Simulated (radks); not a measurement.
Results of a calculation; reference values are marked as such.
Q: Ionisation of neutral platinum, [Xe] 4f14 5d9 6s1, to Pt+, [Xe] 4f14 5d9, under several functionals. Dirac Kohn-Sham, spin-unpolarised, spherical densities, finite nucleus; open shells are shared between the two j in proportion to 2j + 1; a radial shooting solver on a logarithmic mesh with Libxc functionals. The NIST Atomic Spectra Database gives 8.959 eV (measured). Rank these functionals by the error of their Delta-SCF ionisation energy: LDA (Slater exchange, Perdew-Wang correlation); SOGGA; OLYP; BP86.

A: From best to worst: OLYP 8.854 eV (-0.105); SOGGA 9.110 eV (+0.151); BP86 9.380 eV (+0.421); LDA (Slater exchange, Perdew-Wang correlation) 9.544 eV (+0.586). Spin polarisation and multiplet splitting are left out, so open shells lie too high by an amount that depends on their filling. Sharing an open shell by 2j + 1 raises it above the true ground level by a part of the spin-orbit splitting, which enters the differences from NIST.

Beside tabulated values, note that spin-unpolarised runs miss the spin-polarisation part of the exchange energy of open shells.
